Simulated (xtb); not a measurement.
ClH₂NSe, SMILES N[Se]Cl. All values are semi-empirical tight-binding results from xtb (GFN2-xTB unless named), good for trends rather than for accurate numbers. Coordinates come from a GFN2-xTB optimisation. One conformer was computed; it need not be the lowest.

Optimised geometry:

Bond lengths (Å): Se1–Cl2 2.176, Se1–N3 1.800, N3–H4 1.014, N3–H5 1.014. Bond angles (°): Cl2–Se1–N3 102.7, Se1–N3–H4 114.9, Se1–N3–H5 114.9, H4–N3–H5 111.0.
Charge 0, spin multiplicity 1.

Computed properties:
* **point group as xtb finds it**: Cs
* **orbital gap**: 3.04 eV
* **zero-point energy**: 16.1 kcal/mol
* **G − E(el) at 298.15 K (modified RRHO)**: -1.8 kcal/mol
* **static polarisability (D4 model)**: 53.4 bohr³
* **solvation energy, GFN2-xTB/ALPB(water)**: -4.1 kcal/mol
* **solvation energy, GFN2-xTB/ALPB(octanol)**: -5.1 kcal/mol

Computed atomic charges and the Wiberg bond orders between heavy atoms:
charges (e) Se1 0.03, Cl2 -0.13, N3 -0.27, H4 0.19, H5 0.19. Bond orders Se1–Cl2 1.19, Se1–N3 1.29.
